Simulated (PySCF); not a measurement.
C2H6O2Te, SMILES CO[Te]OC.

The structure is a stationary point at PBE0-D3(BJ)/def2-SVP. The def2 effective core potentials stand for the cores of Te; spin–orbit coupling is left out. One conformer was computed; it need not be the lowest.

Vertical ionisation energy (IE) and electron affinity (EA) in eV. Rows of orbital energies are one-electron estimates. Where ΔSCF, EOM or ADC give a negative EA the extra electron is unbound and the value depends on the basis.

| level | IE | EA |
|---|---|---|
| −ε(HOMO), −ε(LUMO), M06-2X/def2-TZVP (PySCF) | … | … |
| −ε(HOMO), −ε(LUMO), PBE/def2-TZVP (PySCF) | 5.03 | 2.54 |

Problem. What belongs in the gaps? (The exact figures need the calculation; the answer reports its results.)

Solution. 
- −ε(HOMO), −ε(LUMO), M06-2X/def2-TZVP (PySCF), IE: 7.39
- −ε(HOMO), −ε(LUMO), M06-2X/def2-TZVP (PySCF), EA: 0.77
